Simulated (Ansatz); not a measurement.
Start from `NC[SiH2]Cl` and change one atom or group to get `CO[SiH2]CN`.

Ansatz, PBE0-D4/def2-TZVP geometries, multiplicity 1. Each molecule was computed in one conformer, which needn't be the lowest.

```json
{"property": "HOMO–LUMO gap (B3LYP/def2-TZVPP) / eV", "`NC[SiH2]Cl`": "6.96"}
{"property": "LUMO energy (B3LYP/def2-TZVPP) / eV", "`NC[SiH2]Cl`": "0.07"}
{"property": "HOMO energy (B3LYP/def2-TZVPP) / eV", "`NC[SiH2]Cl`": "-6.89"}
{"property": "HOMO–LUMO gap (ωB97M-V/def2-TZVPP) / eV", "`NC[SiH2]Cl`": "11.57"}
{"property": "size of the dipole moment (B3LYP/def2-TZVPP) / D", "`NC[SiH2]Cl`": "2.01"}
{"property": "HOMO–LUMO gap (PBE/def2-TZVPP) / eV", "`NC[SiH2]Cl`": "5.05"}
```

Task: Give the same properties after the change, and the shifts. (Estimate.)

Result: Computed: 
| property | `CO[SiH2]CN` | shift |
| --- | --- | --- |
| HOMO–LUMO gap (B3LYP/def2-TZVPP) / eV | 7.16 | 0.20 |
| LUMO energy (B3LYP/def2-TZVPP) / eV | 0.48 | 0.41 |
| HOMO energy (B3LYP/def2-TZVPP) / eV | -6.68 | 0.21 |
| HOMO–LUMO gap (ωB97M-V/def2-TZVPP) / eV | 11.54 | -0.03 |
| size of the dipole moment (B3LYP/def2-TZVPP) / D | 1.94 | -0.07 |
| HOMO–LUMO gap (PBE/def2-TZVPP) / eV | 5.36 | 0.31 |

With PBE0 the HOMO rises by 0.23 eV and the LUMO rises by 0.47 eV, so the gap widens by about 0.24 eV. PBE moves the HOMO by 0.20 eV and ωB97M-V by 0.26 eV. Dipoles are sizes alone; their direction can turn.

B3LYP here is the variant with VWN-RPA as its local correlation; programs differ in this.
